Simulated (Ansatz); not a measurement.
(NaF)2 ring (Na₂F₂). Charge 0, multiplicity 3. Geometry PBE-D4/def2-TZVP, that of the neutral singlet.

| atom | x (Å) | y (Å) | z (Å) |
| --- | --- | --- | --- |
| Na1 | -1.172 | 0.188 | 0.790 |
| F2 | 0.368 | -1.228 | 0.837 |
| Na3 | 1.172 | -0.188 | -0.790 |
| F4 | -0.368 | 1.229 | -0.837 |

At PBE-D4/def2-TZVP the gap within one spin of the charge 0 triplet nearly closes, so an electron or hole may be smeared out by delocalisation error. At PBE0-D4/def2-TZVP a singlet of charge 0 lies 6.11 eV below the triplet at the same geometry.

Problem. Estimate the α-spin orbital energies around the gap (eV) in Ansatz with PBE-D4/def2-TZVP, r2SCAN-D4/def2-TZVP, PBE0-D4/def2-TZVP.

Solution. 
```json
{"orbital": "HOMO−5", "PBE-D4/def2-TZVP": "-10.91", "r2SCAN-D4/def2-TZVP": "-11.84", "PBE0-D4/def2-TZVP": "-13.52"}
{"orbital": "HOMO−4", "PBE-D4/def2-TZVP": "-10.21", "r2SCAN-D4/def2-TZVP": "-10.80", "PBE0-D4/def2-TZVP": "-12.49"}
{"orbital": "HOMO−3", "PBE-D4/def2-TZVP": "-10.10", "r2SCAN-D4/def2-TZVP": "-10.69", "PBE0-D4/def2-TZVP": "-12.38"}
{"orbital": "HOMO−2", "PBE-D4/def2-TZVP": "-9.98", "r2SCAN-D4/def2-TZVP": "-10.58", "PBE0-D4/def2-TZVP": "-12.26"}
{"orbital": "HOMO−1", "PBE-D4/def2-TZVP": "-9.76", "r2SCAN-D4/def2-TZVP": "-10.47", "PBE0-D4/def2-TZVP": "-12.15"}
{"orbital": "HOMO", "PBE-D4/def2-TZVP": "-2.52", "r2SCAN-D4/def2-TZVP": "-2.48", "PBE0-D4/def2-TZVP": "-2.83"}
{"orbital": "LUMO", "PBE-D4/def2-TZVP": "-1.93", "r2SCAN-D4/def2-TZVP": "-1.92", "PBE0-D4/def2-TZVP": "-1.56"}
{"orbital": "LUMO+1", "PBE-D4/def2-TZVP": "-0.98", "r2SCAN-D4/def2-TZVP": "-0.89", "PBE0-D4/def2-TZVP": "-0.49"}
{"orbital": "LUMO+2", "PBE-D4/def2-TZVP": "-0.31", "r2SCAN-D4/def2-TZVP": "-0.14", "PBE0-D4/def2-TZVP": "0.11"}
{"orbital": "LUMO+3", "PBE-D4/def2-TZVP": "-0.15", "r2SCAN-D4/def2-TZVP": "-0.04", "PBE0-D4/def2-TZVP": "0.33"}
{"orbital": "LUMO+4", "PBE-D4/def2-TZVP": "-0.05", "r2SCAN-D4/def2-TZVP": "0.13", "PBE0-D4/def2-TZVP": "0.46"}
{"orbital": "LUMO+5", "PBE-D4/def2-TZVP": "0.29", "r2SCAN-D4/def2-TZVP": "0.39", "PBE0-D4/def2-TZVP": "0.71"}
{"orbital": "β HOMO", "PBE-D4/def2-TZVP": "-9.27", "r2SCAN-D4/def2-TZVP": "-9.67", "PBE0-D4/def2-TZVP": "-10.11"}
{"orbital": "β LUMO", "PBE-D4/def2-TZVP": "-9.14", "r2SCAN-D4/def2-TZVP": "-9.13", "PBE0-D4/def2-TZVP": "-8.24"}
```
